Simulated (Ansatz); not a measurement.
`[AlH2][S][AlH][SiH3]` and `[SiH3][AlH][S][SiH3]` differ in one atom or group.

Ansatz, PBE0-D4/def2-TZVP geometries, multiplicity 1. Each molecule was computed in one conformer, which needn't be the lowest.

```json
{"property": "LUMO energy (B3LYP/def2-TZVPP) / eV", "`[AlH2][S][AlH][SiH3]`": "-2.25"}
{"property": "HOMO–LUMO gap (ωB97M-V/def2-TZVPP) / eV", "`[AlH2][S][AlH][SiH3]`": "9.07"}
{"property": "HOMO–LUMO gap (PBE0/def2-TZVPP) / eV", "`[AlH2][S][AlH][SiH3]`": "5.34"}
{"property": "LUMO energy (ωB97M-V/def2-TZVPP) / eV", "`[AlH2][S][AlH][SiH3]`": "-0.44"}
{"property": "ideal-gas entropy at 298 K and 1 bar (rigid rotor, harmonic PBE0-D4/def2-TZVP) / J/(mol·K)", "`[AlH2][S][AlH][SiH3]`": "369"}
{"property": "HOMO–LUMO gap (B3LYP/def2-TZVPP) / eV", "`[AlH2][S][AlH][SiH3]`": "4.99"}
```

(1) What does the change do to each property? (Estimate.)

Results:

(1) Computed: 
```csv
property,`[SiH3][AlH][S][SiH3]`,shift
LUMO energy (B3LYP/def2-TZVPP) / eV,-2.08,0.17
HOMO–LUMO gap (ωB97M-V/def2-TZVPP) / eV,9.39,0.32
HOMO–LUMO gap (PBE0/def2-TZVPP) / eV,5.76,0.42
LUMO energy (ωB97M-V/def2-TZVPP) / eV,-0.27,0.17
"ideal-gas entropy at 298 K and 1 bar (rigid rotor, harmonic PBE0-D4/def2-TZVP) / J/(mol·K)",390,21
HOMO–LUMO gap (B3LYP/def2-TZVPP) / eV,5.41,0.42
```

With PBE0 the HOMO falls by 0.23 eV and the LUMO rises by 0.19 eV, so the gap widens by about 0.42 eV. PBE moves the HOMO by -0.26 eV and ωB97M-V by -0.16 eV. The zero-point energy changes by 27.8 kJ/mol with +3 modes. Modes under 60 cm⁻¹, often nearly free rotors, make the harmonic entropy too high.

B3LYP here is the variant with VWN-RPA as its local correlation; programs differ in this.
